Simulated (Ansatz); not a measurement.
Single points on the cluster Pb2S3.

```yaml
crystal:
  periodic: [false, false, false]
  atoms:
    - {symbol: Pb, position_ang: [2.209441, 0.082694, 0.038180]}
    - {symbol: Pb, position_ang: [-1.872559, 1.175427, -0.043853]}
    - {symbol: S, position_ang: [0.565863, -1.888109, 0.027391]}
    - {symbol: S, position_ang: [0.530953, 1.982798, -0.008898]}
    - {symbol: S, position_ang: [-1.433698, -1.352810, -0.012820]}
basis:
  gaussian: {orbitals: def2-TZVP, initial_orbitals: start.molden}
hamiltonian: {xc: pbe, dispersion: d4}
scf: {omitted_lower_state_checks: [starts]}
output: {forces: true, orbitals: {seedname: orbitals}}
```

The file start.molden holds the orbitals of an earlier run on this structure, at another level or in another basis.

```sh
$ ansatz run in.yaml --threads 4 --pin off --events-out ev --progress --plain --max-ram 4787MiB
```

It prints (some lines left out):

```
Functional definition: PBE
1547 factors; their error is unknown
mean field evaluation 1: about -42996.6171 eV, gradient 1.4e1 eV
mean field evaluation 2: about -42996.7871 eV, gradient 2.8e-1 eV
mean field evaluation 4: about -42996.7737 eV, gradient 8.7e-2 eV
mean field evaluation 8: about -42996.7737 eV, gradient 2.6e-5 eV
mean field -42996.77371401 eV, -1580.1022897299 hartree, gradient 2.6e-5 eV, S^2 0.000000; 0 other end points of the search recorded, 0 dependent functions left out
reference -42996.77375619 eV, -1580.1022912800 hartree; 46, 46 occupied and 165, 165 virtual orbitals, 1547 factors
Total energy: -42997.13712283 eV, -1580.1156447577 hartree
Atom 0 at     2.209441     0.082694     0.038180 Å, force    -0.205784    -0.016021    -0.003460 eV/Å
Atom 1 at    -1.872559     1.175427    -0.043853 Å, force     0.170351    -0.116777     0.004086 eV/Å
Atom 2 at     0.565863    -1.888109     0.027391 Å, force    -0.137713     0.159822    -0.003922 eV/Å
Atom 3 at     0.530953     1.982798    -0.008898 Å, force    -0.025865    -0.096572     0.000418 eV/Å
Atom 4 at    -1.433698    -1.352810    -0.012820 Å, force     0.199010     0.069547     0.002879 eV/Å
Dipole moment:     0.088502     0.330537    -0.001497 e Å
Checks for a lower state left out: starts
```

Run time 2.9 s (4 threads of Arm Neoverse V2 on a shared host).

The first input with `hamiltonian: {xc: {name: B3LYP}, dispersion: d4}`, `output: {orbitals: {seedname: orbitals}}` (abridged; 4.4 s):

```
Functional definition: B3LYP
mean field -43013.45683051 eV, -1580.7153829530 hartree, gradient 1.4e-5 eV, S^2 0.000000
Total energy: -43014.06608758 eV, -1580.7377727373 hartree
Checks for a lower state left out: starts
```

The first input with `hamiltonian: {xc: pbe0, dispersion: d4}`, `output: {orbitals: {seedname: orbitals}}` (abridged; 5.5 s):

```
Functional definition: PBE0
mean field -42997.18415367 eV, -1580.1173731091 hartree, gradient 3.9e-5 eV, S^2 0.000000
Total energy: -42997.50055954 eV, -1580.1290008105 hartree
Checks for a lower state left out: starts
```

Geometry: r2SCAN-D4/def2-SVP.

In the def2 sets Pb takes a core potential; there is no spin–orbit coupling. B3LYP takes the VWN-RPA correlation. Another isomer (singlet) lies 0.36 eV lower at PBE0-D4/def2-TZVP; other spin states weren't run for this one.
